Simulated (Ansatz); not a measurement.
The lowest singlet and triplet of OS (SMILES O=S); geometries from B3LYP-D3(BJ)/def2-TZVP, each state relaxed from the structure named, with no frequency check, low spin by broken symmetry.
Singlet at the triplet's geometry (charge 0, multiplicity 1):
```csv
atom,x (Å),y (Å),z (Å)
O,0.0000,0.0000,-0.9933
S,0.0000,0.0000,0.4966
```

A positive gap puts the triplet lower; no zero-point energy. R- takes a restricted singlet, here one determinant of a half-filled degenerate or near-degenerate pair, which mixes singlet states. U- takes an unrestricted singlet (broken symmetry where lower, unprojected). The triplet is unrestricted in single-reference levels.

Cores are frozen in the correlated methods.

The values were computed with Ansatz (a program for electronic structure) with Gaussian orbitals. Values without a source in brackets are computed.

Task: One of these levels gives 177.6 kJ/mol for the gap E(singlet) − E(triplet), vertical, at the triplet's geometry. Name it.
A) R-MP2/cc-pV(T+d)Z
B) R-HF/cc-pV(Q+d)Z
C) U-wB97M-V/def2-TZVPP (spin-contaminated)
D) R-BHLYP/def2-TZVPP

Result: B, R-HF/cc-pV(Q+d)Z. The others give 133.5 (R-BHLYP/def2-TZVPP), 35.0 (U-wB97M-V/def2-TZVPP (spin-contaminated)), 99.7 (R-MP2/cc-pV(T+d)Z)

Doubts at one or more of the structures used: a restricted determinant that unrestricted orbitals would lower (R-HF/cc-pV(Q+d)Z, R-BHLYP/def2-TZVPP, R-MP2/cc-pV(T+d)Z).
